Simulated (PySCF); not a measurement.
**Electronic structure of Cl²⁺ (chlorine, charge +2) at the UHF level**

Configuration: [Ne] 3s2 3p3, high-spin 4S determinant. Calculation: PySCF 2.14, in x2c-SVPall (4s3p1d, 18 functions); scalar relativity by spin-free X2C-1e.

```json
{
 "Total energy": "-459.445133 hartree",
 "One-electron energy": "-620.2448 hartree",
 "Hartree (Coulomb) energy": "187.8341 hartree",
 "Exchange energy": "-27.0344 hartree",
 "⟨S²⟩": "3.7507",
 "⟨L²⟩": "0.000",
 "Sum of ⟨r⟩": "11.29 bohr",
 "Sum of ⟨r²⟩": "16.01 bohr²",
 "Langevin diamagnetic susceptibility": "-12.7 ×10⁻⁶ cm³/mol",
 "Time after the integrals": "0.04 s of wall time on 1 thread of Neoverse-V1 (shared host)"
}
```

| shell | electrons | mean orbital energy (eV) | rms radius, mean of both spins (bohr) |
| --- | --- | --- | --- |
| 1s α | 1 | -2891.8 | 0.105 |
| 1s β | 1 | -2890.7 | 0.105 |
| 2s α | 1 | -318.62 | 0.478 |
| 2s β | 1 | -317.51 | 0.478 |
| 2p α | 3 | -248.38 | 0.450 |
| 2p β | 3 | -246.40 | 0.450 |
| 3s α | 1 | -57.744 | 1.56 |
| 3s β | 1 | -46.954 | 1.56 |
| 3p α | 3 | -39.639 | 1.77 |

Densities and radii are taken from the X2C orbitals without a picture-change correction, which distorts them close to the nucleus.
